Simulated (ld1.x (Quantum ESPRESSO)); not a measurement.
**What the settings do to the TM potential of gallium (Ga)**

Base potential:

```
Element                 : gallium
Generator               : ld1.x (Quantum ESPRESSO) 7.5
Type                    : norm-conserving Troullier–Martins (Kleinman–Bylander form)
Functional              : PBE
Relativity              : scalar-relativistic
Frozen core             : [Ne] 3s2
Valence charge          : 19
Reference configuration : 3p6 3d10 4s2 4p1
Partial waves           : 4s (bound): rc 1.45 bohr; 3p (bound): rc 0.95 bohr; 3d (bound): rc 1.10 bohr
Local potential         : the d channel
Core correction         : a·sin(br)/r model core, default radius (core density twice the valence density)
```

Occupied shells without a wave of their own: 4p. They enter only through the test configuration that unscreens the potential, and ld1.x also counts them in the model core charge.

Cutoffs, loose and tight: the cutoffs (Ry, on a coarse ladder) from which the occupation-weighted sum of valence levels, in a spherical-Bessel basis at the reference potential, stays within 10 and 1 mRy of its value at 400 Ry. They do not see the model core or the augmentation charge, which bear on the density cutoff. Test errors are all-electron minus pseudo excitation energies from the reference, over the configurations 3p6 3d10 4s2 4p0; 3p6 3d10 4s1 4p0; 3p6 3d10 4s0 4p0; 3p5 3d10 4s2 4p1; 3p6 3d10 4s2 4p0.5; 3p6 3d10 4s1 4p2; 3p6 3d9 4s2 4p1. A dash means not determined; rows that change the core or the reference have their own tests.

With those shells counted twice in exchange and correlation these files are broken, and their errors move erratically; no question is asked of them.

A true bound ghost makes a file unfit for plane-wave use even where its test errors are small: the radial tests pick states by their node count and pass the ghost by.

| change | outcome | cutoff, loose | cutoff, tight | bound ghosts | largest test error (meV) |
| --- | --- | --- | --- | --- | --- |
| base | generated | 230 Ry | over 300 Ry | s | -189 |
| wave 3p (bound): rc 0.95 bohr becomes 3p (bound): rc 0.62 bohr | generated | 260 Ry | over 300 Ry | s | -182 |
| wave 3p (bound): rc 0.95 bohr becomes 3p (bound): rc 0.74 bohr | generated | 230 Ry | over 300 Ry | s | -183 |
| wave 3p (bound): rc 0.95 bohr becomes 3p (bound): rc 0.92 bohr | generated | 230 Ry | over 300 Ry | s | -189 |
| wave 3p (bound): rc 0.95 bohr becomes 3p (bound): rc 1.00 bohr | generated | 230 Ry | over 300 Ry | s | -190 |
| wave 3p (bound): rc 0.95 bohr becomes 3p (bound): rc 1.14 bohr | generated | 230 Ry | over 300 Ry | s | -181 |
| wave 3p (bound): rc 0.95 bohr becomes 3p (bound): rc 1.26 bohr | generated | 230 Ry | over 300 Ry | s | -187 |
| wave 3p (bound): rc 0.95 bohr becomes 3p (bound): rc 1.38 bohr | generated, misses its reference levels by 0.17 eV | 230 Ry | over 300 Ry | s | -213 |

Reading the sweep of the p radius (base included, trends over the rows without a ghost): Bound ghosts are found at 0.62, 0.74, 0.92, 0.95, 1, 1.14, 1.26, 1.38 bohr. Every judged row has one, so this setting neither creates nor removes them.
